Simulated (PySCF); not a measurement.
Electron correlation in Ga (gallium, neutral)

[Ar] 3d10 4s2 4d1, 2D determinant (an excited configuration). Computed with PySCF 2.14 in aug-cc-pVDZ-DK (6s5p3d, 36 functions), with scalar relativity by spin-free X2C-1e. Frozen: [Ar] 3d10; 3 electrons correlated.

```tsv
level	correlation energy (mhartree)
CCSD	-50.91
(T)	-2.71
CCSD(T)	-53.62
CCSDT	-55.27
FCI	-55.27
```

Diagnostics: T1 = 0.028, D1 = 0.0647, largest double amplitude 0.280, weight of the Hartree-Fock determinant in FCI 0.7328 (5082 determinants).

Problem. Is a single reference adequate?

Solution. Not fully. The outer electron is Rydberg-like, and this basis confines it to a smaller radius and binds it less than a complete one would. A double-excitation amplitude exceeds 0.15, a sign of near-degeneracy.
